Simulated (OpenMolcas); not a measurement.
Au7+: effect of the active space

| Property | Result |
| --- | --- |
| Program | OpenMolcas |
| Method | CASSCF or its RAS form |
| Basis | ANO-RCC-VQZP |
| Scalar Hamiltonian | DKH2, point nucleus |
| Spin-orbit coupling | state interaction with AMFI integrals over the reference wave functions, term energies averaged over their components |

A. 4 electrons in 5 orbitals (5d); 2S+1 = 5 even, 5 roots; 2S+1 = 3 even, 45 roots; 2S+1 = 1 even, 50 roots; cost roughly 50 core-seconds
B. 10 electrons in 8 orbitals (RAS1 5p, at most 2 holes; RAS2 5d); 2S+1 = 5 even, 5 roots; 2S+1 = 3 even, 45 roots; 2S+1 = 1 even, 50 roots; cost about 90 core-seconds
C. 4 electrons in 10 orbitals (5d 6d); 2S+1 = 5 even, 5 roots; 2S+1 = 3 even, 45 roots; 2S+1 = 1 even, 50 roots; cost roughly 2 core-minutes

Energies in cm⁻¹ above 5d⁴ ⁵D₁.

| Level | A | B | C |
| --- | --- | --- | --- |
| 5d⁴ ⁵D₁ | 0.0 | 0.0 | 0.0 |
| 5d⁴ ⁵D₂ | 6804 | 7181 | 6807 |
| 5d⁴ ⁵D₃ | 11659 | 12091 | 11673 |
| 5d⁴ ⁵D₄ [52 %] | 14053 | 14319 | 14026 |
| 5d⁴ ³H₄ [51 %] | 25221 | 26274 | 24991 |
| 5d⁴ ³G₃ [60 %] | 31057 | 31344 | 30743 |
| 5d⁴ ³F₂(1) [59 %] | 32469 | 31798 | 32180 |
| 5d⁴ ³H₅ [74 %] | 33415 | 34978 | 33226 |
| 5d⁴ ³P₁(1) [70 %] | 34734 | 33802 | 34478 |
| 5d⁴ ³H₆ [69 %] | 36848 | 38807 | 36678 |
| 5d⁴ ³G₄ [65 %] | 41278 | 42077 | 41013 |
| 5d⁴ ³G₅ [74 %] | 53921 | 55366 | 53870 |
| 5d⁴ ¹I₆ [69 %] | 56330 | 58783 | 56221 |
| 5d⁴ ³D₁ | 56527 | 56168 | 56232 |
| 5d⁴ ¹S₀(1) [69 %] | 65502 | 63641 | 65277 |
| 5d⁴ ¹F₃ [53 %] | 68999 | 68769 | 68722 |
| 5d⁴ ³F₃(2) [73 %] | 82728 | 81749 | 82242 |
| 5d⁴ ³P₁(2) | 83875 | 82146 | 83376 |
| 5d⁴ ¹G₄(2) [71 %] | 88389 | 87569 | 87860 |
| 5d⁴ ³P₀(2) | 88407 | 86508 | 87816 |
| 5d⁴ ¹D₂(2) | 108479 | 106195 | 107820 |
| 5d⁴ ¹S₀(2) | 136786 | 131321 | 135746 |

A puts 5d⁴ ⁵D₀ [59 %] lowest. B puts 5d⁴ ⁵D₀ [54 %] lowest. C puts 5d⁴ ⁵D₀ [58 %] lowest.

Among A to C the level of the table that moves most is 5d⁴ ¹S₀(2), by 5500 cm-1 (lowest in B, highest in A).

Without dynamic correlation excited terms often stand tens of per cent too high (terms of higher spin than the ground term too low), and those without a measured partner can miss by more than the paired ones. Active for correlation alone: 5p; no level in the range computed is led by a configuration that opens it, so any true level of that kind is missing (holds for B). Active for correlation alone: 6d; no level in the range computed is led by a configuration that fills it, so any true level of that kind is missing (holds for C). Levels of configurations outside the active space are missing. The table leaves out levels that lie high or whose names do not pair safely across all columns.

A share in square brackets marks a mixed level and gives the weight of the term that names it, the lowest over the columns. A number in round brackets counts repeated terms of one configuration in the order of the reference energies.
